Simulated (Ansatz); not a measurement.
System: PH (charge 0, triplet). SMILES: [PH]
Geometry: optimised at B3LYP-D3(BJ)/def2-TZVP (Ansatz, an electronic-structure program).

Atomisation energy built up term by term with Ansatz (kcal/mol; UHF references for open shells; valence terms freeze the core; atomic spin-orbit terms are left out). CBS(X,Y): correlation extrapolated as X^-3; Hartree-Fock from the larger set (for Q and 5 zeta extrapolated as (X+1)exp(-9√X)).

```json
[
 {"term": "Hartree-Fock", "basis": "CBS(cc-pV(Q+d)Z,cc-pV(5+d)Z)", "kcal/mol": "52.14"},
 {"term": "CCSD correlation", "basis": "CBS(cc-pV(Q+d)Z,cc-pV(5+d)Z)", "kcal/mol": "20.68"},
 {"term": "(T)", "basis": "CBS(cc-pV(Q+d)Z,cc-pV(5+d)Z)", "kcal/mol": "0.46"},
 {"term": "CCSDT - CCSD(T)", "basis": "cc-pV(D+d)Z", "kcal/mol": "0.13"},
 {"term": "(Q)", "basis": "cc-pV(D+d)Z", "kcal/mol": "0.00"},
 {"term": "core correlation", "basis": "cc-pwCVTZ", "kcal/mol": "0.14"},
 {"term": "scalar relativity (X2C)", "basis": "cc-pVTZ-DK against cc-pVTZ", "kcal/mol": "-0.13"},
 {"term": "sum: De", "basis": "", "kcal/mol": "73.4"}
]
```

(T) makes 0.6 % of the CCSD(T) atomisation energy; under 5 % is typical of single-reference molecules.
